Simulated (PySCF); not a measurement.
Compound: C5H6ClFO2.
Atom-mapped SMILES: `[O:1]=[C:2]1[CH2:3][C@@H:4]([Cl:5])[CH2:6][C@@H:7]([F:8])[O:9]1` (hydrogens: H10, H11 on C3; H12 on C4; H13, H14 on C6; H15 on C7)

Structure optimised with GFN2-xTB, isolated species.

Question: List the bond lengths, angles and torsions at this level.

Answer: 
```tsv
bond	length (Å)	order
O1=C2	1.191	double
C2–C3	1.514	single
C3–C4	1.525	single
C4–Cl5	1.795	single
C4–C6	1.532	single
C6–C7	1.533	single
C7–F8	1.379	single
C7–O9	1.385	single
C2–O9	1.363	single
C3–H10	1.093	single
C3–H11	1.090	single
C4–H12	1.093	single
C6–H13	1.092	single
C6–H14	1.089	single
C7–H15	1.098	single
```

Orders are formal, as drawn. A selection of angles:
```tsv
angle	degrees
O1–C2–C3	125.4
O1–C2–O9	119.9
C3–C2–O9	114.7
C2–C3–C4	107.9
C3–C4–Cl5	109.9
C3–C4–C6	110.7
Cl5–C4–C6	110.1
C4–C6–C7	111.0
C6–C7–F8	108.8
C6–C7–O9	114.7
F8–C7–O9	108.5
C2–O9–C7	118.6
```

Torsions: O1–C2–C3–C4 -130° (anticlinal); C2–C3–C4–Cl5 179° (antiperiplanar); C3–C4–C6–C7 21° (synperiplanar); C4–C6–C7–F8 -88° (synclinal); C6–C7–O9–C2 -51° (synclinal); O1–C2–O9–C7 -174° (antiperiplanar).

The 3 C–O bonds span 1.191 Å (O1=C2, drawn double) to 1.385 Å (C7–O9, drawn single), a spread of 0.194 Å. Of the pairs four or more bonds apart, F8···H10 is among the closest relative to their van der Waals radii: 2.43 Å, 91 % of the sum of Bondi's values. The 6-membered ring C2–C3–C4–C6–C7–O9 has internal angles of 107.9° to 118.6°; it is puckered, 0.27 Å rms from its mean plane, widest ring torsion 60°.

Point group: C1 (no symmetry element, even within 0.4 Å). No frequency check. One conformer, not necessarily the lowest.

All values are computed, not measured.
